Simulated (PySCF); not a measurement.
C$_{2}$H$_{2}$N, charge -1, singlet, geometry from GFN2-xTB (in this run its highest filled SCF level lies above zero, so its values depend strongly on the basis, on diffuse functions most of all). Base run: PBE/pcseg-1 (PySCF).

Here is a job for PySCF.
```python
from pyscf import gto, scf, dft

mol = gto.M(
    atom='''
C     0.002395   -0.057386   -1.174303
C    -0.000305   -0.009406    0.173456
N    -0.002974    0.152823    1.341041
H     0.922982   -0.331997   -1.689352
H    -0.914707   -0.337015   -1.692856
''',
    basis='pcseg-1',
    charge=-1,
    spin=0,
    verbose=4,
)

mf = dft.RKS(mol)
mf.xc = 'pbe'
mf.kernel()
mf.analyze()
```

The base run was repeated with changes; each row names its change, and settings that it needs were set with it.

```json
[
 {"change": "base", "ΔE vs base (mEh)": "0.000", "SCF cycles": "9", "outcome": "converged"},
 {"change": "init_guess = 1e", "ΔE vs base (mEh)": "0.000", "SCF cycles": "13", "outcome": "converged"},
 {"change": "init_guess = vsap", "ΔE vs base (mEh)": "0.000", "SCF cycles": "11", "outcome": "converged"},
 {"change": "conv_tol = 1e-6", "ΔE vs base (mEh)": "0.000", "SCF cycles": "8", "outcome": "converged"},
 {"change": "level_shift = 0.3 (with mf.max_cycle = 100)", "ΔE vs base (mEh)": "0.000", "SCF cycles": "14", "outcome": "converged"},
 {"change": "diis_space = 4", "ΔE vs base (mEh)": "0.000", "SCF cycles": "10", "outcome": "converged"},
 {"change": "diis = off; damp = 0.3 (with mf.diis_start_cycle = 200; with mf.max_cycle = 150)", "ΔE vs base (mEh)": "-", "SCF cycles": "150", "outcome": "not converged"},
 {"change": "conv_tol = 1e-12", "ΔE vs base (mEh)": "0.000", "SCF cycles": "11", "outcome": "converged"},
 {"change": "conv_tol_grad = 1e-3", "ΔE vs base (mEh)": "0.000", "SCF cycles": "9", "outcome": "converged"},
 {"change": "conv_tol = 1e-7", "ΔE vs base (mEh)": "0.000", "SCF cycles": "8", "outcome": "converged"},
 {"change": "level_shift = 1.0 (with mf.max_cycle = 100)", "ΔE vs base (mEh)": "0.000", "SCF cycles": "36", "outcome": "converged"},
 {"change": "init_guess = huckel", "ΔE vs base (mEh)": "0.000", "SCF cycles": "14", "outcome": "converged"},
 {"change": "diis_space = 12", "ΔE vs base (mEh)": "0.000", "SCF cycles": "9", "outcome": "converged"}
]
```
